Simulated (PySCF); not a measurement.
Computed shifts of a molecule C₅H₁₀O, PBE/pcSseg-1 in PySCF, GIAO, gas phase, equivalent atoms averaged, in ppm (number of nuclei): ¹³C: 73.5 (1), 59.6 (1), 19.7 (1), 10.6 (1), 9.1 (1). ¹H: 3.74 (2), 3.41 (1), 1.45 (3), 0.96 (1), 0.85 (1), 0.68 (1), 0.60 (1). References: ¹³C against TMS (σ = 182.0 ppm); ¹⁷O against H2O (σ = 334.3 ppm); ¹H against TMS (σ = 31.49 ppm), references at their B3LYP-D3(BJ)/def2-TZVP geometries, non-relativistic. Geometry optimised at r2SCAN-D4/def2-SVP. One conformer was computed; it need not be the lowest.

### Question
Identify the compound among the candidates.
(A) CC[C@H]1C[C@@H]1O
(B) C=CCOCC
(C) C=COC(C)C
(D) CCOC1CC1

### Answer
D, CCOC1CC1
